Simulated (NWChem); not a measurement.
# GeN2H4F2; SMILES [NH2][Ge]([NH2])([F])[F]

```xyz
9

N     -1.2753    -0.7772     1.0446
Ge     0.0000     0.0000     0.0144
N      1.2753     0.7772     1.0446
F      0.8754    -1.0597    -1.0747
F     -0.8754     1.0597    -1.0747
H     -0.9274    -1.5549     1.6154
H     -2.0976    -1.0840     0.5141
H      0.9274     1.5549     1.6154
H      2.0976     1.0840     0.5141
```
Atoms are numbered in this order, from 1.

Results from NWChem. Medium grid unless said otherwise, to which SCAN and Minnesota functionals are sensitive. All runs use the structure optimised with PBE-D3(BJ)/def2-SVP. B3LYP is NWChem's, with the RPA form of VWN correlation.

Order these by “dipole (D)”, lowest first: PBE/def2-SVP; r2SCAN/def2-SVP; Hartree-Fock/def2-SVP.

PBE/def2-SVP (2.15), r2SCAN/def2-SVP (2.21), Hartree-Fock/def2-SVP (2.35)
